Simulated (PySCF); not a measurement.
Predicted microwave data (PBE0-D3(BJ)/def2-SVP geometry optimisation, gas phase in PySCF 2.14.0) for one isomer of C4H8Se:

* Rotational constants: A = 3548, B = 2991, C = 1784 MHz
* Dipole components: |μa| = 0.78 D, |μb| = 0.81 D, |μc| = 0.28 D
* Inertial defect: -28.22 u·Å²
* κ: 0.37

Question: Which structure is it? (One computed conformer of each.)
A. `[CH2:1]=[CH:2][Se:3][CH2:4][CH3:5]` with C1–C2–Se3–C4 -4°, C2–Se3–C4–C5 -77°
B. `[CH2:1]1[CH2:2][CH2:3][Se:4][CH2:5]1` with C5–C1–C2–C3 53°, C1–C2–C3–Se4 -39°, C2–C3–Se4–C5 14°, C3–Se4–C5–C1 14° (selenacyclopentane)
C. `[CH3:1]/[CH:2]=[CH:3]\[Se:4][CH3:5]` with C2–C3–Se4–C5 180°
D. `[CH2:1]=[CH:2][CH2:3][Se:4][CH3:5]` with C1–C2–C3–Se4 -111°, C2–C3–Se4–C5 65°

Answer: A. It is C=C[Se]CC, an asymmetric top, point group C1. The candidates at the same level (rigid rotor, commonest isotopes):

```json
{"SMILES": "C=CC[Se]C", "A (MHz)": "6027", "B (MHz)": "1904", "C (MHz)": "1571", "μa (D)": "0.92", "μb (D)": "0.64", "μc (D)": "0.41", "Δ (u·Å²)": "-27.55", "point group": "C1", "rotor": "asymmetric top"}
{"SMILES": "C/C=C\\[Se]C", "A (MHz)": "8674", "B (MHz)": "1767", "C (MHz)": "1496", "μa (D)": "0.32", "μb (D)": "0.96", "μc (D)": "0.00", "Δ (u·Å²)": "-6.44", "point group": "Cs", "rotor": "near-prolate asymmetric top"}
{"SMILES": "C1CC[Se]C1", "A (MHz)": "5763", "B (MHz)": "2825", "C (MHz)": "2042", "μa (D)": "1.92", "μb (D)": "0.00", "μc (D)": "0.00", "Δ (u·Å²)": "-19.14", "point group": "C2", "rotor": "asymmetric top"}
{"SMILES": "C=C[Se]CC", "A (MHz)": "3548", "B (MHz)": "2991", "C (MHz)": "1784", "μa (D)": "0.78", "μb (D)": "0.81", "μc (D)": "0.28", "Δ (u·Å²)": "-28.22", "point group": "C1", "rotor": "asymmetric top"}
```

`C1CC[Se]C1` has A 62 % too high; `C/C=C\[Se]C` has A 144 % too high; `C=CC[Se]C` has A 70 % too high. No structure here is proved a minimum.
